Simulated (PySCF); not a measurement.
# Solvent effects on NMR parameters

Cartesian coordinates in Å; atom numbers follow the order of the lines, from 1:
```xyz
27

C     4.619   -0.617   -0.178
C     3.418    0.288    0.042
C     2.083   -0.421   -0.138
C     0.876    0.479    0.077
C    -0.458   -0.231   -0.103
C    -1.658    0.680    0.107
C    -3.023    0.000    0.046
C    -3.338   -0.610   -1.311
O    -4.038    0.893    0.447
H     5.568   -0.076   -0.041
H     4.621   -1.038   -1.196
H     4.615   -1.464    0.526
H     3.468    1.147   -0.651
H     3.462    0.723    1.056
H     2.028   -1.278    0.558
H     2.037   -0.861   -1.152
H     0.922    0.917    1.090
H     0.930    1.336   -0.619
H    -0.518   -1.078    0.604
H    -0.493   -0.679   -1.111
H    -1.585    1.170    1.092
H    -1.639    1.496   -0.642
H    -3.040   -0.803    0.804
H    -4.350   -1.040   -1.303
H    -2.627   -1.403   -1.585
H    -3.300    0.161   -2.100
H    -4.048    1.620   -0.185
```

GIAO PBE0/pcSseg-1 in PySCF 2.14.0 with density-fitted response routines on one PBE0-D3(BJ)/def2-SVP conformer, non-relativistic, equivalent nuclei averaged. Solvents enter as an IEF-PCM continuum (chloroform with ε = 4.7, methanol with ε = 32.6) around the gas-phase geometry. Shifts are referred to TMS computed in the same medium.

Gas phase, δ in ppm: C7 69.4, C6 45.1, C3 36.6, C4 35.1, C5 30.8, C2 27.1, C8 24.8, C1 16.7, H23 3.34, H21 1.72, H14 1.21, H13 1.18, H17 1.14, H15 1.09. Dipole moment 1.67 D.

Q: How does each δ change in the continuum?

A: 
| atoms | environment | Δδ, chloroform | Δδ, methanol |
| --- | --- | --- | --- |
| C7 | sp3 CH bonded to O | +1.0 | +1.4 |
| C6 | sp3 CH2 | +0.1 | +0.1 |
| C3 | sp3 CH2 | +0.4 | +0.6 |
| C4 | sp3 CH2 | +0.4 | +0.6 |
| C5 | sp3 CH2 | +0.3 | +0.5 |
| C2 | sp3 CH2 | +0.4 | +0.6 |
| C8 | methyl carbon | 0.0 | 0.0 |
| C1 | methyl carbon | +0.2 | +0.3 |
| H23 | hydrogen on an sp3 CH bonded to O | +0.02 | +0.02 |
| H21 | hydrogen on an sp3 CH2 | -0.11 | -0.18 |
| H14 | hydrogen on an sp3 CH2 | -0.01 | -0.01 |
| H13 | hydrogen on an sp3 CH2 | 0.00 | 0.00 |
| H17 | hydrogen on an sp3 CH2 | -0.01 | -0.03 |
| H15 | hydrogen on an sp3 CH2 | 0.00 | 0.00 |

Changes are relative to the gas phase. The dipole moment becomes 1.96 D in chloroform, 2.10 D in methanol.

Q: Which nuclei move most (in ppm), and what does the model miss?

A: C7 (sp3 CH bonded to O, +1.4 ppm) in methanol. A continuum only polarises the solute; specific hydrogen bonds, the anisotropy of aromatic solvents and changes of geometry or conformer are outside it.
